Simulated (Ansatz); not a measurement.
Relaxation of C2H6BNS (11 atoms, charge 0, multiplicity 1), to a largest force component of 0.015 eV/Å in at most 40 steps.

These are results of RKS BHLYP-D4/def2-SVP (Ansatz 0.2.0), not measurements.

```xyz
11
Properties=species:S:1:pos:R:3:forces:R:3
B -1.432 1.764 -0.854 -0.58 0.17 -0.09
N -1.004 0.378 -0.754 0.18 0.02 -0.03
C 0.214 0.073 -0.804 0.87 0.87 -0.15
S 0.814 -1.635 -0.656 -0.34 0.38 -0.05
C 0.910 -1.577 1.140 0.20 0.87 2.10
H -0.711 2.713 -0.993 0.50 -0.18 0.02
H -2.610 2.045 -0.822 0.23 -0.36 0.07
H 1.055 0.848 -0.915 -1.00 -0.91 0.08
H 1.673 -0.795 1.480 -0.96 -1.09 -0.46
H 1.234 -2.561 1.557 -0.19 0.65 -0.60
H -0.077 -1.310 1.641 1.11 -0.40 -0.90
```

**Question.** Where does it end, and by what steps?

**Answer.** It converged. After 24 steps the energy has fallen by 1.449 eV; H8 moved furthest, 1.76 Å.

```csv
step,energy less start (eV),largest force component (eV/Å),accepted
0,0.0000,2.100,yes
1,-0.1846,0.826,yes
2,-0.1702,0.804,no
3,-0.2108,0.158,yes
4,-0.2237,0.093,yes
5,-0.2455,0.204,yes
6,-0.2968,0.311,yes
7,-0.4056,0.675,yes
8,-0.5551,0.862,yes
9,-0.7139,0.904,yes
10,-0.8814,0.861,yes
11,-1.0288,0.746,yes
12,-1.1417,1.029,yes
13,-1.1961,1.321,yes
14,-1.3467,0.738,yes
15,-1.3977,0.642,yes
16,-1.4284,0.715,yes
17,-1.4321,0.357,yes
18,-1.4141,0.281,no
19,-1.4409,0.249,yes
20,-1.4333,0.272,no
21,-1.4486,0.062,yes
22,-1.4487,0.056,yes
23,-1.4488,0.056,yes
24,-1.4490,0.010,yes
```

```xyz
11
Properties=species:S:1:pos:R:3
B -1.150 1.625 -0.302
N -0.288 0.734 -0.861
C 0.496 -0.086 -1.351
S 1.267 -1.427 -0.517
C 0.590 -1.236 1.140
H -0.717 2.630 0.194
H -2.328 1.391 -0.313
H 0.798 -0.049 -2.404
H 0.876 -0.274 1.566
H 1.015 -2.041 1.740
H -0.496 -1.325 1.127
```

Whether the end is a true minimum wasn't checked by a vibrational analysis.

The run took 43 s on 2 threads of Intel(R) Xeon(R) 6975P-C (Granite Rapids), on a shared host, peak memory 0.24 GiB.
